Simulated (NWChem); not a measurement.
System: BBrF₂; SMILES FB(F)Br

This build's default masses of Se (78.918 u) and Br (79.917 u) are each other's, which moves their modes by up to 0.6 %.

Give the equilibrium geometry at PBE0/def2-SVP (NWChem) as a list of bonds and angles, with the point group.

point group C2v; any orientation.
Bonds (Å): B1–F2 1.310, B1–F3 1.310, B1–Br4 1.902. Angles (°): F2–B1–F3 119.1, F2–B1–Br4 120.5, F3–B1–Br4 120.5.
